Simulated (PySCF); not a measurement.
## Magnetisability: `C=C=C/C(C)=C\CC`, C$_{8}$H$_{12}$

Molfile (atoms numbered from 1):
```
C8H12
     RDKit          3D

 20 19  0  0  0  0  0  0  0  0999 V2000
   -3.1676    1.6919    0.2498 C   0  0  0  0  0  0  0  0  0  0  0  0
   -1.9951    1.1650    0.3903 C   0  0  0  0  0  0  0  0  0  0  0  0
   -0.8078    0.6412    0.5297 C   0  0  0  0  0  0  0  0  0  0  0  0
   -0.3691   -0.5792   -0.1355 C   0  0  0  0  0  0  0  0  0  0  0  0
   -1.3964   -1.2536   -0.9985 C   0  0  0  0  0  0  0  0  0  0  0  0
    0.8615   -1.0822   -0.0016 C   0  0  0  0  0  0  0  0  0  0  0  0
    1.9956   -0.5026    0.7876 C   0  0  0  0  0  0  0  0  0  0  0  0
    2.8360    0.4359   -0.0832 C   0  0  0  0  0  0  0  0  0  0  0  0
   -3.3789    2.4201   -0.5185 H   0  0  0  0  0  0  0  0  0  0  0  0
   -3.9907    1.4323    0.8979 H   0  0  0  0  0  0  0  0  0  0  0  0
   -0.0968    1.1424    1.1726 H   0  0  0  0  0  0  0  0  0  0  0  0
   -0.9935   -2.1540   -1.4552 H   0  0  0  0  0  0  0  0  0  0  0  0
   -2.2697   -1.5191   -0.4039 H   0  0  0  0  0  0  0  0  0  0  0  0
   -1.7271   -0.5761   -1.7852 H   0  0  0  0  0  0  0  0  0  0  0  0
    1.1064   -1.9816   -0.5527 H   0  0  0  0  0  0  0  0  0  0  0  0
    1.6302    0.0435    1.6589 H   0  0  0  0  0  0  0  0  0  0  0  0
    2.6294   -1.3156    1.1491 H   0  0  0  0  0  0  0  0  0  0  0  0
    2.2336    1.2752   -0.4233 H   0  0  0  0  0  0  0  0  0  0  0  0
    3.6860    0.8202    0.4764 H   0  0  0  0  0  0  0  0  0  0  0  0
    3.2089   -0.0928   -0.9576 H   0  0  0  0  0  0  0  0  0  0  0  0
  1  2  2  0
  2  3  2  0
  3  4  1  0
  4  5  1  0
  4  6  2  0
  6  7  1  0
  7  8  1  0
  1  9  1  0
  1 10  1  0
  3 11  1  0
  5 12  1  0
  5 13  1  0
  5 14  1  0
  6 15  1  0
  7 16  1  0
  7 17  1  0
  8 18  1  0
  8 19  1  0
  8 20  1  0
M  END
```

Method used: GIAO B97-2/pcSseg-1 magnetisability, rotational g tensor and spin-rotation constants, non-relativistic, gas phase (PySCF 2.14.0). Geometry: GFN2-xTB.

Q: What are the magnetisability and the molar susceptibility?

A: Isotropic -1282 × 10⁻³⁰ J/T², or -77.2 × 10⁻⁶ cm³/mol; principal values -1429, -1249, -1168 × 10⁻³⁰ J/T², anisotropy 232 × 10⁻³⁰ J/T² (root of half the summed squared differences of the principal values). The susceptibility is in cgs units.

Q: Split it along the inertial axes a, b, c into diamagnetic and paramagnetic parts about the centre of mass, with the quadrupole moment.

A: 
| axis | χ (10⁻⁶ cm³/mol) | diamagnetic (10⁻⁶ cm³/mol) | paramagnetic (10⁻⁶ cm³/mol) | summed x² of all electrons (Å²) | quadrupole Θ (D Å) |
| --- | --- | --- | --- | --- | --- |
| a | -73.1 | -459.3 | 386.2 | 273.6 | +5.56 |
| b | -74.1 | -1276.8 | 1202.7 | 80.9 | -1.34 |
| c | -84.5 | -1504.2 | 1419.7 | 27.3 | -4.21 |

Anisotropies 2χaa − χbb − χcc = +12.4 and 2χbb − χaa − χcc = +9.3 × 10⁻⁶ cm³/mol. Θ is traceless in Buckingham's convention.

Q: And the rotational g tensor?

A: 
```csv
axis,rotational constant (GHz),g,nuclear part,electronic part
a,3.7065,-0.0300,0.6425,-0.6725
b,1.0666,-0.0061,0.5966,-0.6027
c,0.8955,-0.0001,0.5972,-0.5973
```
Asymmetric top; isotopes 12C, 1H; no vibrational averaging.
